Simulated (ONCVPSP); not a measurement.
Cs (Z = 55): excitation energies, all-electron against ONCV

| Item | Value |
| --- | --- |
| Element | Cs (Z = 55) |
| Generator | ONCVPSP 4.0.1 |
| Type | optimised norm-conserving Vanderbilt (ONCV) |
| Functional | PBE |
| Relativity | fully relativistic |
| Frozen core | [Kr] 4d10 |
| Valence charge | 9 |
| Reference configuration | 5s2 5p6 6s1 |
| Partial waves | 5s+6s: rc 2.30 bohr, ncon 4, nbas 7, qcut 3.9 1/bohr, 2 projectors; 5p: rc 2.90 bohr, ncon 4, nbas 7, qcut 4.8 1/bohr, 2 projectors, debl 3.2 Ha; d scattering state at 0.02 Ha: rc 2.30 bohr, ncon 4, nbas 8, qcut 3.5 1/bohr, 1 projector |
| Local potential | polynomial inside 2.10 bohr (lpopt 5, dvloc0 2 Ha) |
| Core correction | Teter function, fcfact 2.25, rcfact 1.75 |

Open shells are filled in proportion to 2j + 1.

Energies are relative to the spin-unpolarised reference configuration 5s2 5p6 6s1; without spin polarisation the order of configurations can differ from experiment.

| valence configuration | charge | ΔE all-electron (eV) | error AE − PS (meV) |
| --- | --- | --- | --- |
| 5s2 5p6 6s0 6p1 | 0 | 1.368 | -15 |
| 5s2 5p5 6s1 | +1 | 17.909 | -47 |

(1) What are ΔE and the potential's error for 5s2 5p6 6s0.5?

(2) What are ΔE and the potential's error for 5s2 5p6 6s0?

## Answers

(1) ΔE = 1.471 eV all-electron; the error (AE − PS) is -0.3 meV.

(2) ΔE = 3.863 eV all-electron; the error (AE − PS) is -2.6 meV.

These tests converged, but a pseudo level misses the all-electron one widely, so the file describes the atom poorly there or has found another state: 5s2 5p6 6s0 6p1: empty 6s by 2.9 eV.
